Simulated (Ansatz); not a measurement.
Isolated molecules relaxed with PBE0-D4/def2-TZVP in Ansatz; ΔE leaves out vibrations. CCSD(T)/CBS adds triple-zeta CCSD(T) − MP2 to the extrapolated MP2 energy (def2 sets, frozen cores). This one scheme is used for every species. DFT in def2-TZVPP. B3LYP here is the variant with VWN-RPA as its local correlation; programs differ in this.

Consider the hydrogenolysis of a C–Si bond: `F[Si@@H]1O[C@H]1[SiH3]` + H₂ → `F[SiH]1CO1` + SiH₄.

`F[Si@@H]1O[C@H]1[SiH3]`:

Cartesian coordinates in Å:
```
F -2.792 -0.329 1.277
Si -1.251 0.002 1.129
O -0.833 1.321 0.262
C -0.447 0.037 -0.475
Si 1.390 -0.130 -0.766
H -0.616 -0.234 2.433
H -1.091 -0.110 -1.343
H 1.893 0.948 -1.658
H 1.646 -1.453 -1.395
H 2.101 -0.053 0.537
```

H₂:

```xyz
2

H     0.325    0.131   -0.129
H    -0.325   -0.131    0.129
```

`F[SiH]1CO1`:

```xyz
7

F    -1.601   -1.108   -0.879
Si   -0.171   -0.763   -0.292
C     0.276    0.904    0.182
O    -0.089   -0.129    1.212
H     0.733   -1.864   -0.654
H     1.302    1.248    0.286
H    -0.450    1.713    0.145
```

SiH₄:

Z-matrix (Å, degrees):
```
Si
H 1 1.485
H 1 1.485 2 109.5
H 1 1.485 2 109.5 3 -120.0
H 1 1.485 2 109.5 3 120.0
```

```
           level  ΔE (kcal/mol)  difference from CCSD(T)/CBS
     LDA (SPW92)           -4.7                          0.1
       revPBE-D4           -3.3                          1.5
        B3LYP-D4           -5.3                         -0.5
          B2PLYP           -6.6                         -1.8
        PBE-QIDH           -5.9                         -1.1
          r2SCAN           -4.9                         -0.1
           B3LYP           -8.0                         -3.2
         r2SCANh           -5.4                         -0.6
           BHLYP           -8.9                         -4.1
CCSD(T)/def2-SVP           -8.1                         -3.3
     CCSD(T)/CBS           -4.8                            0
```

Largest T1 diagnostic among the species: 0.014.

At CCSD(T), def2-SVP lies −3.4 kcal/mol from the extrapolated value and def2-TZVPP −1.0 kcal/mol. From PBE to PBE0 (25 % exact exchange), in def2-TZVPP and without D4, ΔE moves by −0.9 kcal/mol. Leaving LDA and LC-ωPBE aside and taking each functional with its dispersion term where it has one, the values spread over 3.3 kcal/mol, from B2PLYP to revPBE-D4. LDA lies +1.2 kcal/mol from PBE without D4.
